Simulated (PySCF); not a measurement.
Geometry (Å), atoms numbered from 1 in this order:
```xyz
21

C    -1.704   -1.617   -2.012
C    -1.631   -1.259   -0.740
Si   -0.282   -0.155   -0.002
C    -1.101    1.169    1.075
C    -0.672    2.416    1.180
C     0.860   -1.228    1.062
C     1.223   -0.942    2.302
C     0.710    0.669   -1.384
C     2.029    0.644   -1.488
H    -0.980   -1.280   -2.736
H    -2.484   -2.260   -2.394
H    -2.387   -1.633   -0.060
H    -1.968    0.873    1.654
H    -1.151    3.148    1.814
H     0.186    2.764    0.627
H     1.240   -2.138    0.611
H     0.872   -0.051    2.799
H     1.881   -1.574    2.880
H     0.145    1.210   -2.134
H     2.642    0.125   -0.768
H     2.562    1.136   -2.288
```

[PySCF 2.14.0 with density-fitted response routines: structure optimised with GFN2-xTB; shieldings: GIAO PBE0/pcSseg-1; relativity neglected; no solvent model; fast rotation and ring inversion assumed for equivalent nuclei; one conformer]

List the cross peaks expected in HSQC, COSY and HMBC spectra.

Answers



HSQC (one-bond C–H):
| δH | δC |
| --- | --- |
| 6.58 (H11/H14/H18/H21) | 144.5 (C1/C5/C7/C9) |
| 6.48 (H12/H13/H16/H19) | 142.6 (C2/C4/C6/C8) |
| 6.16 (H10/H15/H17/H20) | 144.5 (C1/C5/C7/C9) |

COSY cross peaks (H two or three bonds apart, from the bond graph; peaks can be absent where the dihedral angle is near 90°):
| δH | δH |
| --- | --- |
| 6.58 (H11/H14/H18/H21) | 6.48 (H12/H13/H16/H19) |
| 6.58 (H11/H14/H18/H21) | 6.16 (H10/H15/H17/H20) |
| 6.48 (H12/H13/H16/H19) | 6.16 (H10/H15/H17/H20) |

HMBC (two and three bonds, from the bond graph):
| δH | δC |
| --- | --- |
| 6.58 (H11/H14/H18/H21) | 142.6 (C2/C4/C6/C8) |
| 6.48 (H12/H13/H16/H19) | 144.5 (C1/C5/C7/C9), 142.6 (C2/C4/C6/C8) |
| 6.16 (H10/H15/H17/H20) | 142.6 (C2/C4/C6/C8) |

δ = σ(ref) − σ, references computed at the same level: 1H, 13C against TMS.

Short H···H contacts in this conformer between protons four or more bonds apart (candidates for NOE cross peaks, intensity ∝ r⁻⁶): H10···H19 2.80 Å.

Shifts are as computed. Against solution values, carbons near 30 ppm lie about +3 ppm off and those near 130 ppm about +5 ppm. Of 1211 compounds with measured shifts, 218 miss one by over three times the rms of a fit or turn the order of signals round; such compounds aren't used in these exercises.
